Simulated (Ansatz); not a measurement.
Program: Ansatz. Geometries: PBE0-D4/def2-TZVP. ΔE: electronic, gas phase. CCSD(T)/CBS is the MP2 limit (def2-TZVPP, def2-QZVPP) plus CCSD(T) − MP2 in def2-TZVPP, frozen cores. This one scheme is used for every species. Functionals use def2-TZVPP. One conformer a species, not always the lowest.

Reaction (ligand exchange at the Si–C bond): `O[SiH2]C#C[SiH2]O` + `N[Si](O)(Cl)Cl` → `O[SiH2]N[Si](O)(Cl)Cl` + `C#C[SiH2]O`

| species | PBE0 energy (Eh) |
| --- | --- |
| `O[SiH2]C#C[SiH2]O` | -808.91438 |
| `N[Si](O)(Cl)Cl` | -1341.41057 |
| `O[SiH2]N[Si](O)(Cl)Cl` | -1707.24982 |
| `C#C[SiH2]O` | -443.08578 |

Task: Work out ΔE.

Result: ΔE = (-1707.24982) + (-443.08578) − (-808.91438) − (-1341.41057) = -0.01065 Eh = -6.7 kcal/mol. CCSD(T)/CBS gives -8.8 kcal/mol.

Largest T1 diagnostic among the species: 0.012.

From PBE to PBE0 (25 % exact exchange), in def2-TZVPP and without D4, ΔE moves by −0.9 kcal/mol. The D4 term adds −2.2 kcal/mol with B3LYP and −1.2 kcal/mol with PBE0; it sums over pairs of atoms, weighted by their polarisabilities, and B3LYP, whose exchange is more repulsive, gets the larger term.

B3LYP here is the variant with VWN-RPA as its local correlation; programs differ in this.
